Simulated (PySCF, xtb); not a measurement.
diboron tetrafluoride cation (B2F4), SMILES FB(F)B(F)F (connectivity only; charge and spin as stated), charge +1, multiplicity 2. Other conformers were not sampled.

Harmonic wavenumbers (cm⁻¹) from GFN2-xTB (xtb) at its own minimum, in rising order: 18, 124, 137, 211, 425, 446, 451, 484, 1157, 1173, 1590, 1594.

Question: What does PBE-D3(BJ)/def2-SVP (PySCF) give at its own minimum? (Estimate from the structure and the level; the computed values follow.)

Answer: 27, 112, 112, 205, 461, 461, 474, 557, 1081, 1107, 1660, 1660. Paired by order, the mean absolute difference is 40 cm⁻¹ and the zero-point energies are 11.2 and 11.3 kcal/mol.
